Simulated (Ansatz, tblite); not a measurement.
Cost and result up the ladder for the cluster Ag₂Se⁺ (3 atoms). Total charge 1; doublet. Geometry: PBE-D4/def2-TZVP.

Cartesian coordinates in Å:
```
Ag -0.7082 -0.2282 -1.6813
Ag 1.5257 -0.1929 1.0078
Se -0.8174 0.4211 0.6735
```

Ansatz on 4 threads of Arm Neoverse V2 on a shared host; xTB runs through tblite on one thread. Times are rough, summed over both states, and most runs start from the orbitals of an earlier one. CCSD(T)/def2-TZVP serves as the yardstick here, not as an exact answer. The other state is a quartet at its own geometry, which has other bonds, so the gap mixes isomer and spin.

In the def2 sets Ag takes a core potential; there is no spin–orbit coupling. The xTB rows come from tblite. LC-ωPBE has ω = 0.4 bohr⁻¹. B3LYP takes the VWN-RPA correlation. Correlated methods freeze 9 core orbitals; core or outer-core shells of Ag, Se are correlated, in sets that lack core-valence functions. The structure comes from a short search, and lower isomers may exist.

Correlated methods converge slowly with the basis.

xTB has no spin-polarisation term.

```json
{"level": "GFN1-xTB", "functions": "27", "wall time": "0.005 s"}
{"level": "GFN2-xTB", "functions": "27", "wall time": "0.006 s"}
{"level": "PBE-D4/def2-TZVP", "functions": "128", "wall time": "4.8 s"}
{"level": "B3LYP-D4/def2-TZVP", "functions": "128", "wall time": "6.2 s"}
{"level": "CAM-B3LYP-D4/def2-TZVP", "functions": "128", "wall time": "7.8 s"}
{"level": "RPA@PBE/def2-TZVP", "functions": "128", "wall time": "7.9 s"}
{"level": "LC-ωPBE/def2-TZVP", "functions": "128", "wall time": "9.2 s"}
{"level": "PBE0-D4/def2-TZVP", "functions": "128", "wall time": "12 s"}
{"level": "r2SCANh-D4/def2-TZVP", "functions": "128", "wall time": "12 s"}
{"level": "r2SCAN-D4/def2-TZVP", "functions": "128", "wall time": "13 s"}
{"level": "ωB97M-V/def2-TZVP (with forces)", "functions": "128", "wall time": "29 s"}
{"level": "CCSD(T)/def2-TZVP", "functions": "128", "wall time": "48 s"}
```

Estimate what each level gives for the quartet − doublet (eV).


```
                          level  quartet − doublet (eV)  difference from CCSD(T)/def2-TZVP (eV)
                       GFN1-xTB                    2.42                                   -0.12
                       GFN2-xTB                    1.97                                   -0.57
               PBE-D4/def2-TZVP                    2.21                                   -0.33
             B3LYP-D4/def2-TZVP                    2.33                                   -0.22
         CAM-B3LYP-D4/def2-TZVP                    2.46                                   -0.08
              RPA@PBE/def2-TZVP                    2.42                                   -0.12
              LC-ωPBE/def2-TZVP                    2.63                                    0.09
              PBE0-D4/def2-TZVP                    2.42                                   -0.13
           r2SCANh-D4/def2-TZVP                    2.33                                   -0.21
            r2SCAN-D4/def2-TZVP                    2.27                                   -0.27
ωB97M-V/def2-TZVP (with forces)                    2.59                                    0.05
              CCSD(T)/def2-TZVP                    2.54                                    0.00
```
